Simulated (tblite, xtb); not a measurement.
H3S, charge +1, singlet, at a GFN2-xTB geometry. Base run: GFN1-xTB (xtb 6.7.1).

Input for xtb:
```
$ xtb mol.xyz --gfn 1 --chrg 1 --json

# file mol.xyz
4

S      0.00815214    -0.00667796     0.11475350
H     -0.52580220     1.06636048    -0.51777110
H      1.09132467    -0.05802782    -0.69808507
H     -0.69595671    -0.90148537    -0.62019990
```

Programs used: tblite, xtb; a row that names a program was run with it.

Variants of this job, named by their change:

| change | ΔE vs base (mEh) | HOMO-LUMO gap (eV) | G_solv (kcal/mol) | SCF cycles |
|---|---|---|---|---|
| base | 0.000 | 8.92 | - | 6 |
| program = tblite; method = gfn1 | 0.000 | - | - | - |
| alpb = toluene | ___ | 8.93 | ___ | 7 |
| alpb = cs2 | -78.306 | 8.93 | -49.22 | 7 |
| program = tblite; method = gfn1; option = (--guess, eeq) | 0.000 | - | - | - |
| acc = 30 | 0.000 | 8.92 | - | 6 |
| etemp = 5000 | -0.003 | 8.92 | - | 6 |
| gbsa = acetonitrile | ___ | ___ | ___ | 7 |
| alpb = benzene | ___ | ___ | ___ | 7 |
| acc = 0.1 | 0.000 | 8.92 | - | 7 |
| acc = 0.0001 | 0.000 | 8.92 | - | 9 |

### Question
Complete the blanks.

### Answer

- alpb = toluene, ΔE vs base (mEh): -75.416
- alpb = toluene, G_solv (kcal/mol): -47.42
- gbsa = acetonitrile, ΔE vs base (mEh): -122.2
- gbsa = acetonitrile, HOMO-LUMO gap (eV): 8.95
- gbsa = acetonitrile, G_solv (kcal/mol): -77.18
- alpb = benzene, ΔE vs base (mEh): -92.124
- alpb = benzene, HOMO-LUMO gap (eV): 8.94
- alpb = benzene, G_solv (kcal/mol): -57.95

ALPB and GBSA are two models with their own fitted parameters for each solvent, which aren't always the measured dielectric constant.
